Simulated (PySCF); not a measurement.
C2H4N2Si.
Atom-mapped SMILES: `[N:1]#[C:2]/[CH:3]=[N:4]/[SiH3:5]` (hydrogens: H6 on C3; H7, H8, H9 on Si5)

Computed, not measured: PBE0-D3(BJ)/def2-SVP geometry optimisation, gas phase (PySCF).

Question: Give the optimised bond lengths and angles.

Answer: 
```
          bond  length (pm)   order
         N1≡C2        115.8  triple
         C2–C3        145.1  single
         C3=N4        126.3  double
        N4–Si5        176.4  single
         C3–H6        111.0  single
Si5–H7, Si5–H9        148.8  single
        Si5–H8        149.9  single
```

Bonds in one row agree within 1 pm and their mean is given. Orders are formal, as drawn. A selection of angles:
```
    angle  degrees
 N1–C2–C3    178.2
 C2–C3–N4    121.2
 C2–C3–H6    113.6
 N4–C3–H6    125.2
C3–N4–Si5    124.5
N4–Si5–H7    107.2
N4–Si5–H8    111.5
H7–Si5–H8    110.3
```

Torsions: C2–C3–N4–Si5 180° (antiperiplanar).

The 5 heavy atoms lie in one plane (0.001 Å rms). Si5 (SiH3 silicon) is tetrahedral (angles from 107.2° to 111.5°). The 2 C–N bonds span 1.158 Å (N1≡C2, drawn triple) to 1.263 Å (C3=N4, drawn double), a spread of 0.105 Å. N4 (C=N nitrogen) is bent (angle 124.5°).

Point group: Cs (tolerance 0.08 Å). No PBE0-D3(BJ)/def2-SVP frequencies stand behind this structure, so it isn't proved a minimum.

The run took 19 s wall on x86-64 server, one thread, on a shared host. This is the geometry optimisation.
